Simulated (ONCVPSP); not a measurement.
**scandium: excitation energies, all-electron against ONCV**

Sc (Z = 21), optimised norm-conserving Vanderbilt (ONCV), made with ONCVPSP 4.0.1 (PBE, fully relativistic). Core [Ne], reference 3s2 3p6 3d1 4s0.5 (charge +1.5). Waves: 3s+4s: rc 1.60 bohr, ncon 3, nbas 6, qcut 8.3 1/bohr, 2 projectors; 3p: rc 1.45 bohr, ncon 3, nbas 6, qcut 9.5 1/bohr, 2 projectors, debl 1.6 Ha; 3d: rc 1.30 bohr, ncon 4, nbas 8, qcut 6.9 1/bohr, 2 projectors, debl 1.2 Ha; f scattering state at 0.03 Ha: rc 1.50 bohr, ncon 5, nbas 8, qcut 6.4 1/bohr, 1 projector. Local part: polynomial inside 0.80 bohr (lpopt 5, dvloc0 2 Ha). Core correction: none.

Open shells are filled in proportion to 2j + 1.

In the p channel the program set the typed energies aside and used -1.634, 0.250 Ha (j = l + 1/2; the other j can differ).

Energies are relative to the spin-unpolarised reference configuration 3s2 3p6 3d1 4s0.5; without spin polarisation the order of configurations can differ from experiment.

Task: Give the all-electron excitation energy and the error of the potential for: 3s2 3p6 3d1 4s2; 3s2 3p6 3d1 4s1; 3s2 3p6 3d1 4s0; 3s2 3p6 3d0 4s2 4p1.

Result:

```json
{"valence configuration": "3s2 3p6 3d1 4s2", "charge": "0", "ΔE all-electron (eV)": "-12.506", "error AE − PS (meV)": "-0.1"}
{"valence configuration": "3s2 3p6 3d1 4s1", "charge": "+1", "ΔE all-electron (eV)": "-5.609", "error AE − PS (meV)": "-0.1"}
{"valence configuration": "3s2 3p6 3d1 4s0", "charge": "+2", "ΔE all-electron (eV)": "7.159", "error AE − PS (meV)": "0.0"}
{"valence configuration": "3s2 3p6 3d0 4s2 4p1", "charge": "0", "ΔE all-electron (eV)": "-9.042", "error AE − PS (meV)": "+23"}
```

These tests converged, but a pseudo level misses the all-electron one widely, so the file describes the atom poorly there or has found another state: 3s2 3p6 3d0 4s2 4p1: empty 3d by 6.3 eV.
